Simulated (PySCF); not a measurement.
C6H4FO3 (charge -1).
Geometry (GFN2-xTB, Å), atoms numbered from 1 in this order:
```
atom  x, y, z in Å
C1    -0.607   -1.634    0.466
C2    -0.399   -0.196    0.140
C3    -1.361    0.843    0.165
F4    -2.670    0.727    0.506
C5    -0.745    1.997   -0.212
O6     0.546    1.736   -0.471
C7     0.766    0.419   -0.262
C8     2.196   -0.174   -0.501
O9     2.330   -1.345   -0.126
O10    3.001    0.590   -1.033
H11   -1.010   -1.747    1.474
H12   -1.308   -2.091   -0.235
H13    0.358   -2.129    0.396
H14   -1.098    3.002   -0.328
```

Probes without a nucleus sit at each ring's centroid and 1 Å off its mean plane on both sides; NICS is minus the shielding there, NICSzz its component along the normal. Level: GIAO PBE0/pcSseg-1 (PySCF, non-relativistic, gas phase) on the GFN2-xTB geometry, one conformer.

Ring bond lengths (Å), with Mayer bond orders in brackets: C2–C3 1.416 (1.29), C3–C5 1.362 (1.56), C5–O6 1.342 (1.09), O6–C7 1.352 (1.03), C7–C2 1.376 (1.46).

Q: What do the NICS probes read (ppm)?

A: 
```tsv
ring	type	NICS(0)	NICS(1), two faces	NICS(1)zz, two faces	rms pucker (Å)	centre to ring atoms, mean (Å)
C2–C3–C5–O6–C7	5-membered ring with O; formal bonds all aromatic	-14.3	-10.3 / -10.2	-23.5 / -23.4	0.00	1.16
```

Q: What can be read from them?

A: 
- C2–C3–C5–O6–C7: mean NICS(1)zz -23.5 ppm, shielded. For a flat ring without four-coordinate atoms the NICS criterion counts such a value as aromatic.

Q: What does the geometric index give? HOMA takes Krygowski's 1993 parameters.

A: 
- C2–C3–C5–O6–C7: HOMA 0.49; the largest term is that of O6–C7, α(R − Ropt)² = 1.18.

Q: At the second NICS(1) probe listed for ring C2–C3–C5–O6–C7, 1 Å off the ring, how large is the induced field along the normal in 1 T applied along it?

A: NICSzz × B0 = -23.4 ppm × 1 T = -23 μT, against the applied field.

Q: What are the shieldings of the ring atoms and their hydrogens in the same run (means over atoms taken as equivalent)?

A: 
```csv
atoms,environment,σ isotropic (ppm),"principal values of the symmetric part, first atom (ppm)"
C2,substituted aromatic carbon,75.0,"11.8, 58.6, 154.6"
C3,aromatic C–F carbon,19.8,"-38.4, 33.0, 64.7"
C5,aromatic CH next to a ring oxygen,65.2,"9.3, 69.6, 116.6"
O6,furan-type oxygen,62.9,"-93.8, 11.0, 271.7"
C7,substituted aromatic carbon,23.0,"-47.4, 18.0, 98.5"
H14,aromatic hydrogen,24.89,"22.4, 26.0, 26.3"
```
